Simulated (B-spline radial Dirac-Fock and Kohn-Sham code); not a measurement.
**Neutral calcium: differential elastic cross section for positrons at 650 eV**

Method: relativistic (Dirac) partial waves in the static field of the Dirac-Fock atom, without polarisation or absorption potentials. Computed with a B-spline atomic structure program.

```
θ (°)  dσ/dΩ (a₀²/sr)
    0             205
   10            17.6
   20            2.74
   30           0.824
   40           0.361
   50           0.189
   60           0.110
   70          0.0691
   80          0.0469
   90          0.0337
  100          0.0256
  110          0.0203
  120          0.0167
  130          0.0143
  140          0.0126
  150          0.0115
  160          0.0107
  170          0.0103
  180          0.0102
```

Q: What integrated cross sections go with this distribution?

A: The total elastic cross section is 9.26 a₀², the first transport cross section 0.614 a₀² and the second, weighted with (3/2) sin²θ, 1.25 a₀². The mean deflection is ⟨1 − cos θ⟩ = 0.0663, and 1.2 % of the collisions scatter beyond 90°.

Phase shifts modulo π (rad) for κ = −1 to −5: 0.208, 1.148, -1.429, -1.062, -0.807.
